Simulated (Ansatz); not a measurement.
Consider the redistribution: `NC[SiH2]S[SiH3]` + `C[BH][AlH2]` → `NC[SiH2][AlH2]` + `CBS[SiH3]`.

Program: Ansatz. Geometries: PBE0-D4/def2-TZVP. ΔE: electronic, gas phase. CCSD(T)/CBS is the MP2 limit (def2-TZVPP, def2-QZVPP) plus CCSD(T) − MP2 in def2-TZVPP, frozen cores. Functionals use def2-TZVPP. B3LYP here is the variant with VWN-RPA as its local correlation; programs differ in this. One conformer a species, not always the lowest.

`NC[SiH2]S[SiH3]`:

Cartesian coordinates in Å:
```
N 1.905 1.483 0.000
C 1.478 0.215 -0.589
Si -0.326 0.187 -1.136
S -1.586 0.749 0.510
Si -1.739 -1.186 1.399
H 1.835 2.233 -0.678
H 1.296 1.731 0.772
H 2.120 -0.016 -1.446
H 1.656 -0.589 0.132
H -0.756 -1.146 -1.649
H -0.551 1.225 -2.177
H -2.297 -0.991 2.759
H -0.402 -1.829 1.495
H -2.633 -2.067 0.607
```

`C[BH][AlH2]`:

Cartesian coordinates in Å:
```
C -0.948 0.290 -1.064
B 0.152 0.608 -0.007
Al 1.153 -0.782 1.256
H -1.026 -0.741 -1.412
H -0.961 0.973 -1.918
H -1.882 0.505 -0.513
H 0.401 1.780 0.141
H 0.541 -1.233 2.660
H 2.569 -1.401 0.856
```

`NC[SiH2][AlH2]`:

```xyz
12

N    -0.575    0.755    2.089
C     0.311    0.461    0.972
Si   -0.656   -0.165   -0.531
Al    0.773   -0.747   -2.445
H    -0.052    1.044    2.907
H    -1.112   -0.062    2.351
H     0.816    1.384    0.667
H     1.113   -0.263    1.195
H    -1.675    0.852   -0.930
H    -1.428   -1.377   -0.106
H     0.131   -1.283   -3.798
H     2.357   -0.601   -2.370
```

`CBS[SiH3]`:

Cartesian coordinates in Å:
```
C 1.761 1.226 -0.581
B 0.574 0.405 0.002
S -0.577 -0.438 -1.083
Si -1.870 -1.309 0.395
H 1.701 2.260 -0.221
H 1.823 1.238 -1.670
H 2.705 0.837 -0.180
H 0.409 0.323 1.188
H -1.105 -2.224 1.275
H -2.913 -2.072 -0.336
H -2.508 -0.247 1.212
```

| level | ΔE (kcal/mol) |
| --- | --- |
| PBE-D4 | -15.4 |
| ωB97X-V | -14.1 |
| B3LYP | -15.6 |
| SCS-MP2/def2-TZVPP | -14.5 |
| CCSD(T)/def2-TZVPP | -15.2 |
| HF/def2-QZVPP | -13.8 |
| MP2/def2-QZVPP | -14.2 |
| MP2/CBS(def2) | -13.8 |

Problem. What does CCSD(T)/CBS give? (An estimate is asked.)

Solution. Computed: -14.3 kcal/mol. The listed levels differ from it by -1.1, 0.2, -1.3, -0.2, -0.9, 0.5, 0.1, 0.5 kcal/mol.

Largest T1 diagnostic among the species: 0.013.

The D4 term adds +1.5 kcal/mol with B3LYP and +0.9 kcal/mol with PBE0; it sums over pairs of atoms, weighted by their polarisabilities, and B3LYP, whose exchange is more repulsive, gets the larger term. In def2-TZVPP, CCSD(T) changes the Hartree–Fock value by −1.3 kcal/mol (the triples alone add −0.3 kcal/mol) and MP2 by −0.8 kcal/mol.
